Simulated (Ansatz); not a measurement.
C3H7NSi can be A, `NC1=C[SiH2]C1`, or B, `C=C=C(N)[SiH3]`.

Isolated molecules relaxed with PBE0-D4/def2-TZVP in Ansatz; ΔE leaves out vibrations. CBS: MP2 limit from def2 TZ/QZ plus the TZ coupled-cluster correction, frozen cores. DFT in def2-TZVPP. B3LYP here is the variant with VWN-RPA as its local correlation; programs differ in this. Each species was taken in one conformer, which may not be the lowest.

Q: Which is lower in electronic energy at CCSD(T)/CBS, and by how much? (An estimate is asked.)

A: Computed: A, by 27.0 kcal/mol.

Q: Give E(B) − E(A) in kcal/mol with CCSD(T)/def2-TZVPP, BLYP-D4, LDA (SPW92), B2PLYP, PBE0-D4, B3LYP, HF/def2-TZVPP. (Best estimate.)

A: The calculation gave: CCSD(T)/def2-TZVPP 26.3, BLYP-D4 18.8, LDA (SPW92) 31.3, B2PLYP 24.5, PBE0-D4 29.5, B3LYP 21.8, HF/def2-TZVPP 24.1. None reverses the order clearly.

Q: Does the order hold for the free energy at 298.15 K (harmonic terms from PBE0-D4)? (Best estimate.)

A: Ansatz gave: Yes: G(B) − G(A) = +22.9 kcal/mol, for one conformer each.

Largest T1 diagnostic: 0.013.

From PBE to PBE0 (25 % exact exchange), in def2-TZVPP and without D4, E(B) − E(A) moves by +3.6 kcal/mol. At CCSD(T), def2-SVP lies −2.2 kcal/mol from the extrapolated value and def2-TZVPP −0.6 kcal/mol.
